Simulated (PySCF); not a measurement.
ClGaH₂S₂. Atoms are numbered in the order given.

```xyz
6

Ga     0.0000     0.0000     0.0026
Cl     0.0000     0.0000    -2.1365
S      0.0000    -1.9553     0.9927
H      0.0000    -1.4284     2.2375
S      0.0000     1.9553     0.9927
H      0.0000     1.4284     2.2375
```

Geometry optimised at PBE0-D3(BJ)/def2-SVP. The structure was generated by enumeration; whether it is a known compound was not checked. The values are those of a single conformer.

The numbers are results of PBE/def2-TZVP (PySCF), not measurements.

Symmetry labels are those of the subgroup C2v that the program uses (full group C2v).

Computed valence orbital energies around the gap with their symmetry:
```csv
orbital,symmetry,energy (eV)
HOMO−7,B2,-10.63
HOMO−6,A1,-9.97
HOMO−5,A1,-8.86
HOMO−4,B2,-8.21
HOMO−3,B1,-8.14
HOMO−2,B2,-7.50
HOMO−1,B1,-7.12
HOMO,A2,-6.71
LUMO,A1,-2.19
LUMO+1,B1,-1.80
LUMO+2,A1,-1.27
LUMO+3,B2,-0.26
```
